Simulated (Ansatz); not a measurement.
`C[SiH](O)O`, charge 0, multiplicity 1.

(1) Give a relaxed structure at PBE0-D4/def2-TZVP (Ansatz 0.2.0). (Best estimate.)

Answers

(1) The calculation gave: 
Z-matrix (Å, degrees):
```
C
Si 1 1.847
H 1 1.092 2 110.8
H 1 1.092 2 110.9 3 -120.5
H 1 1.093 2 110.2 3 119.8
O 2 1.642 1 105.8 3 177.2
O 2 1.649 1 110.8 3 -63.1
H 2 1.493 1 112.4 3 56.4
H 6 0.958 2 117.7 1 171.8
H 7 0.957 2 117.0 1 124.0
```
This is one stationary point; other conformers may exist.
